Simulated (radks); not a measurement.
Task: Ionisation of neutral carbon, [He] 2s2 2p2, to [He] 2s2 2p1 as the strength of local exchange is varied. Method: scalar-relativistic Kohn-Sham, Slater X-alpha exchange (alpha = 2/3 is LDA exchange), no correlation, spin-polarised, spherical densities, finite nucleus; open shells are filled with parallel spins first; Fermi nuclear charge, rms radius 2.4702 fm; computed with a radial shooting solver on a logarithmic mesh with Libxc functionals.

| alpha | E(C) (hartree) | exchange (hartree) | IE (eV) | -e of the level emptied (eV) | <r> of it (bohr) |
|---|---|---|---|---|---|
| 0.625 | -36.85302 | -4.11281 | 10.235 | 4.875 (2p) | 1.803 |
| 0.664 | -37.11040 | -4.39453 | 10.737 | 5.300 (2p) | 1.770 |
| 0.667 | -37.13026 | -4.41632 | 10.776 | 5.333 (2p) | 1.767 |
| 0.883 | -38.58291 | -6.02946 | 13.762 | 7.946 (2p) | 1.609 |
| 0.892 | -38.64441 | -6.09857 | 13.894 | 8.064 (2p) | 1.604 |
| 0.918 | -38.82249 | -6.29905 | 14.277 | 8.408 (2p) | 1.587 |
| 0.938 | -38.95992 | -6.45412 | 14.576 | 8.676 (2p) | 1.575 |
| ? | -37.33599 | -4.64247 | 11.184 | 5.682 (2p) | 1.742 |

Which alpha was used in the last row?

Result: alpha = 0.698. NIST Atomic Spectra Database: 11.260 eV (measured). The Delta-SCF value meets it near alpha = 0.70. Open shells are spherical and high-spin; term and fine-structure splittings are not resolved.
